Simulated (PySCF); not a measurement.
Spectra and structures to be paired. Method: PySCF 2.14.0, density-fitted response routines, TDDFT B3LYP/def2-SVPD, vertical, gas phase, core orbitals frozen in the response. Geometries: GFN2-xTB; one conformer of each isolated species. Triplets are in the Tamm–Dancoff approximation. Ions are computed without counter-ions or solvent.

A. `O=C(Cl)c1ccoc1`
B. `C=C(C#N)CC[SiH3]`
C. `C#C[C@@H]1CC[NH2+]C1`
D. `N#CC1=CNN=N1`
E. `C=N[SiH]1CC=CC1`

Lowest singlet levels (six at most, fewer where fewer were computed) with oscillator strengths:

1. 5.44 eV (f 0.001); 5.84 eV (f 0.009); 6.26 eV (f 0.136); 6.45 eV (f 0.097); 6.76 eV (f 0.000); 6.99 eV (f 0.000); T1 4.42 eV
2. 6.05 eV (f 0.157); 6.26 eV (f 0.180); 6.56 eV (f 0.021); 7.00 eV (f 0.002); 7.08 eV (f 0.017); 7.17 eV (f 0.015); T1 3.76 eV
3. 4.00 eV (f 0.000); 4.87 eV (f 0.000); 6.03 eV (f 0.162); 6.29 eV (f 0.057); 6.36 eV (f 0.005); 6.48 eV (f 0.000); T1 3.41 eV
4. 6.24 eV (f 0.005); 6.49 eV (f 0.028); 6.65 eV (f 0.004); 6.91 eV (f 0.013); 7.06 eV (f 0.002); 7.45 eV (f 0.011); T1 5.53 eV
5. 4.69 eV (f 0.000); 4.72 eV (f 0.046); 5.70 eV (f 0.000); 5.85 eV (f 0.112); 6.22 eV (f 0.083); 6.59 eV (f 0.366); T1 3.50 eV

Question: Which spectrum belongs to which structure?

Answer: 1 = D, 2 = B, 3 = E, 4 = C, 5 = A.
- A: S1 at 4.69 eV, HOMO-1→LUMO (96%); Löwdin shares by element: HOMO carbon 81% or more (atoms not listed hold the other 19%); LUMO carbon 55% or more, oxygen 23% or more (atoms not listed hold the other 22%); HOMO -7.45 and LUMO -2.20 eV; point group Cs, 2 of its 6 listed states under f = 0.0005.
- B: S1 at 6.05 eV, HOMO→LUMO (45%), HOMO-1→LUMO (45%); Löwdin shares by element: HOMO carbon 65% or more, nitrogen 15% (atoms not listed hold the other 20%); LUMO carbon 68% or more, nitrogen 15% (atoms not listed hold the other 17%); HOMO -7.87 and LUMO -1.69 eV.
- C: S1 at 6.24 eV, HOMO→LUMO (91%); Löwdin shares by element: HOMO carbon 92% or more; LUMO hydrogen 34% or more, nitrogen 15%, carbon 11% or more (atoms not listed hold the other 40%); HOMO -11.81 and LUMO -4.71 eV.
- D: S1 at 5.44 eV, HOMO-1→LUMO (96%); Löwdin shares by element: HOMO carbon 40% or more, nitrogen 34% or more (atoms not listed hold the other 26%); LUMO carbon 45% or more, nitrogen 30% or more (atoms not listed hold the other 26%); HOMO -8.16 and LUMO -1.55 eV; point group Cs, 2 of its 6 listed states under f = 0.0005.
- E: S1 at 4.00 eV, HOMO-1→LUMO (99%); Löwdin shares by element: HOMO carbon 83% or more (atoms not listed hold the other 17%); LUMO carbon 42% or more, nitrogen 34%, hydrogen 13% or more; HOMO -6.72 and LUMO -1.15 eV; point group Cs, 3 of its 6 listed states under f = 0.0005.
